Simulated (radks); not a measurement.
Valence configurations of Ag II (all share [Kr]). Method: scalar-relativistic Kohn-Sham, LDA (Slater exchange, Perdew-Wang correlation), spin-polarised, spherical densities, finite nucleus; open shells are filled with parallel spins first (spin-orbit coupling, left out, can overturn this in heavy ions); Fermi nuclear charge, rms radius 4.5454 fm; computed with a radial shooting solver on a logarithmic mesh with Libxc functionals. Energies are relative to 4d10; eigenvalues in eV for spin up.

valence          E (eV)  moment (Bohr magnetons)    e(4d)    e(5p)    e(5s)
4d10              0.000                        0  -15.920        -        -
4d9 5s1           4.807                        2  -19.848        -  -13.575
4d9.5 5p0.5       4.979                        1  -18.598   -7.713        -
4d9 5p1          10.537                        2  -21.253   -8.717        -
4d8 5s2          12.073                        2  -23.885        -  -14.800
4d8 5s1.5 5p0.5  14.787                        3  -24.620   -9.252  -15.521
4d8.5 5p1.5      16.736                        3  -23.905   -9.616        -
4d8 5p2          23.604                        4  -26.562  -10.453        -
4d6 5s2 5p2      45.457                        6  -35.134  -12.137  -19.687

NIST lists [Kr] 4d10 as the ground configuration; this level of theory agrees among the configurations tried. The energies are those of spherical high-spin densities, not of single terms.
